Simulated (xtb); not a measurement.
C₆H₁₈Si₂, charge +1, doublet, geometry from GFN2-xTB (a state made from the parent by changing its charge; the spin is typed, not shown lowest); xtb with GFN2-xTB.

Input for xtb:
```
$ xtb mol.xyz --gfn 2 --chrg 1 --uhf 1 --opt --json

# file mol.xyz
26

C     -1.73694080    -0.74692457    -1.72829278
Si    -1.33539567    -0.22157629     0.04899257
C     -2.00789628     1.47261953     0.57185621
C     -1.46557744    -1.59052092     1.35473849
Si     1.32591254     0.21993936    -0.06371715
C      1.72461407     0.75245252     1.71204185
C      1.45862465     1.58337799    -1.37497967
C      1.99915905    -1.47635468    -0.57876097
H     -1.20605232    -1.64857425    -2.02011783
H     -1.50045032     0.02994374    -2.44977977
H     -2.79996268    -0.95723512    -1.82154815
H     -3.09134913     1.43105111     0.65763559
H     -1.62274273     1.78737040     1.53755677
H     -1.77418179     2.24855082    -0.15156824
H     -2.50730110    -1.86836191     1.49809590
H     -0.93234578    -2.49028070     1.06129439
H     -1.08341044    -1.27411555     2.32109835
H      2.78866784     0.95634355     1.80812366
H      1.19847245     1.65918825     1.99666659
H      1.48032046    -0.01868995     2.43704488
H      1.07929121     1.26259976    -2.34099485
H      0.92399758     2.48405326    -1.08701427
H      2.50057626     1.86134945    -1.51672101
H      1.61318170    -1.79635666    -1.54240907
H      1.76686763    -2.24876455     0.14886246
H      3.08248092    -1.43437143    -0.66603498
```

What the program printed (banner, timings and long lists left out):

```
   ID    Z sym.   atoms
    1    6 C      1, 3, 4, 6-8
    2   14 Si     2, 5
    3    1 H      9-26

           -------------------------------------------------
          |                Calculation Setup                |
           -------------------------------------------------

           -------------------------------------------------
          |                 G F N 2 - x T B                 |
           -------------------------------------------------

          ...................................................
          :                      SETUP                      :
          :.................................................:
          :  # basis functions                  62          :
          :  # atomic orbitals                  60          :
          :  # shells                           36          :
          :  # electrons                        49          :
          :  max. iterations                   250          :
          :  Hamiltonian                  GFN2-xTB          :
          :  restarted?                      false          :
          :  GBSA solvation                  false          :
          :  PC potential                    false          :
          :  electronic temp.          300.0000000     K    :
          :  accuracy                    1.0000000          :
          :  -> integral cutoff          0.2500000E+02      :
          :  -> integral neglect         0.1000000E-07      :
          :  -> SCF convergence          0.1000000E-05 Eh   :
          :  -> wf. convergence          0.1000000E-03 e    :
          :  Broyden damping             0.4000000          :
          :  net charge                          1          :
          :  unpaired electrons                  1          :
          ...................................................

 iter      E             dE          RMSdq      gap      omega  full diag
   1    -25.2369679 -0.252370E+02  0.331E+00    3.89       0.0  T
   2    -25.3761584 -0.139191E+00  0.376E+00    3.53       1.0  T
   3    -25.4049327 -0.287743E-01  0.260E+00    3.61       1.0  T
   4    -25.3930254  0.119073E-01  0.157E+00    3.52       1.0  T
   5    -25.4089470 -0.159216E-01  0.611E-01    3.60       1.0  T
   6    -25.4091547 -0.207741E-03  0.230E-01    3.60       1.0  T
   7    -25.4093969 -0.242162E-03  0.581E-02    3.61       1.0  T
   8    -25.4094239 -0.270631E-04  0.890E-03    3.61       2.2  T
   9    -25.4094250 -0.107079E-05  0.980E-03    3.61       2.0  T
  10    -25.4094257 -0.725264E-06  0.370E-03    3.61       5.3  T
  11    -25.4094259 -0.165484E-06  0.848E-04    3.61      23.1  T
  12    -25.4094259 -0.457590E-08  0.133E-04    3.61     147.1  T

   *** convergence criteria satisfied after 12 iterations ***

         :::::::::::::::::::::::::::::::::::::::::::::::::::::
         ::                     SUMMARY                     ::
         :::::::::::::::::::::::::::::::::::::::::::::::::::::
         :: total energy             -25.022732817165 Eh    ::
         :: gradient norm              0.000065287151 Eh/a0 ::
         :: HOMO-LUMO gap              3.608756264804 eV    ::
         ::.................................................::
         :: SCC energy               -25.409094326855 Eh    ::
         :: -> isotropic ES            0.101371776263 Eh    ::
         :: -> anisotropic ES         -0.012252972726 Eh    ::
         :: -> anisotropic XC          0.015316657133 Eh    ::
         :: -> dispersion             -0.018331444613 Eh    ::
         :: repulsion energy           0.386361509690 Eh    ::
         :: add. restraining           0.000000000000 Eh    ::
         :: total charge               1.000000000000 e     ::
         :::::::::::::::::::::::::::::::::::::::::::::::::::::

      -----------------------------------------------------------
     |                   =====================                   |
     |                        A N C O P T                        |
[...]
 * total energy  :   -25.0227328 Eh     change       -0.2672635E-09 Eh
   *** GEOMETRY OPTIMIZATION CONVERGED AFTER 1 ITERATIONS ***
         :: total energy             -25.022732817432 Eh    ::
[...]
    14   1 H        0.925     0.072     2.068     2.249
    15   1 H        0.925     0.078     1.997     2.210
    16   1 H        0.925     0.072     2.067     2.248
    17   1 H        0.925     0.072     2.068     2.249
    18   1 H        0.925     0.078     1.997     2.210
    19   1 H        0.925     0.072     2.067     2.248
    20   1 H        0.925     0.072     2.068     2.249
    21   1 H        0.925     0.072     2.067     2.248
    22   1 H        0.925     0.072     2.068     2.249
    23   1 H        0.925     0.078     1.997     2.210
    24   1 H        0.925     0.072     2.068     2.249
    25   1 H        0.925     0.072     2.067     2.248
    26   1 H        0.925     0.078     1.997     2.210

 Mol. C6AA /au·bohr⁶  :       6126.524364
 Mol. C8AA /au·bohr⁸  :     195545.686765
 Mol. α(0) /au        :        131.951082

Wiberg/Mayer (AO) data.
largest (>0.10) Wiberg bond orders for each atom

 ---------------------------------------------------------------------------
     #   Z sym  total        # sym  WBO       # sym  WBO       # sym  WBO
 ---------------------------------------------------------------------------
     1   6 C    3.986 --     9 H    0.973    10 H    0.973    11 H    0.967
                             2 Si   0.938
     2  14 Si   3.435 --     3 C    0.938     1 C    0.938     4 C    0.938
                             5 Si   0.389
     3   6 C    3.986 --    14 H    0.973    13 H    0.973    12 H    0.967
                             2 Si   0.938
     4   6 C    3.986 --    17 H    0.973    16 H    0.973    15 H    0.967
                             2 Si   0.938
     5  14 Si   3.435 --     8 C    0.938     7 C    0.938     6 C    0.938
                             2 Si   0.389
     6   6 C    3.986 --    20 H    0.973    19 H    0.973    18 H    0.967
                             5 Si   0.938
     7   6 C    3.986 --    22 H    0.973    21 H    0.973    23 H    0.967
                             5 Si   0.938
     8   6 C    3.986 --    24 H    0.973    25 H    0.973    26 H    0.967
                             5 Si   0.938
     9   1 H    0.995 --     1 C    0.973
    10   1 H    0.995 --     1 C    0.973
    11   1 H    0.993 --     1 C    0.967
    12   1 H    0.993 --     3 C    0.967
    13   1 H    0.995 --     3 C    0.973
    14   1 H    0.995 --     3 C    0.973
    15   1 H    0.993 --     4 C    0.967
    16   1 H    0.995 --     4 C    0.973
    17   1 H    0.995 --     4 C    0.973
    18   1 H    0.993 --     6 C    0.967
    19   1 H    0.995 --     6 C    0.973
    20   1 H    0.995 --     6 C    0.973
    21   1 H    0.995 --     7 C    0.973
    22   1 H    0.995 --     7 C    0.973
    23   1 H    0.993 --     7 C    0.967
    24   1 H    0.995 --     8 C    0.973
    25   1 H    0.995 --     8 C    0.973
    26   1 H    0.993 --     8 C    0.967
 ---------------------------------------------------------------------------

Topologies differ in total number of bonds
Writing topology from bond orders to xtbtopo.mol

molecular dipole:
                 x           y           z       tot (Debye)
 q only:       -0.009      -0.001      -0.014
   full:       -0.009      -0.001      -0.014       0.042
molecular quadrupole (traceless):
                xx          xy          yy          xz          yz          zz
 q only:        5.895       1.487      -2.832      -0.382      -0.062      -3.063
  q+dip:        6.412       1.618      -3.081      -0.417      -0.068      -3.331
   full:        8.467       2.138      -4.069      -0.547      -0.090      -4.399

optimized geometry written to: xtbopt.xyz

           -------------------------------------------------
          | TOTAL ENERGY              -25.022732817432 Eh   |
          | GRADIENT NORM               0.000065129866 Eh/α |
          | HOMO-LUMO GAP               3.608743438744 eV   |
           -------------------------------------------------

normal termination of xtb
```
